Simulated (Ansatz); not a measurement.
Input file for Ansatz (a first-principles code): R-PBE0/def2-TZVPP on CH4BrIn (SMILES [CH3][InH][Br]), a point of a torsion scan. Elements past Kr take the def2 small-core potentials; no spin–orbit coupling.

Ansatz 0.2 input:
```yaml
crystal:
  periodic: [false, false, false]
  atoms:
    - {symbol: C, position_ang: [-1.16058356, -0.22686423, 0.07332067]}
    - {symbol: In, position_ang: [0.71400591, 0.32505212, 1.12593553]}
    - {symbol: Br, position_ang: [0.96687455, 2.72863977, 1.68150546]}
    - {symbol: H, position_ang: [-1.18182088, 0.33087412, -0.86193638]}
    - {symbol: H, position_ang: [-1.98797934, 0.09649309, 0.70348767]}
    - {symbol: H, position_ang: [-1.22585948, -1.29352618, -0.12065238]}
    - {symbol: H, position_ang: [2.08392226, -0.59807583, 1.65960863]}
basis:
  gaussian:
    orbitals: def2-TZVPP
hamiltonian:
  xc: {name: PBE0}
scf: {lower_state_search: off}
```

The head of its log:

```
WARN ansatz: RAYON_NUM_THREADS=1 ignored (pool sized by the plan → 1); use --threads N
Functional definition: PBE0
these checks for a lower state are left out or cut short: stability, starts, cluster_reference, orbital_swaps, neighbouring_geometries, increment
integrals: 0.11 GiB planned
1310 factors; their error is unknown
mean field: 0.95 GiB planned
mean field evaluation 1: about -76307.3133 eV, gradient 5.4e1 eV
mean field evaluation 2: about -76300.7834 eV, gradient 6.7e1 eV
```

**Question.** What total energy does the run end on?

**Answer.** -2804.5128 hartree.
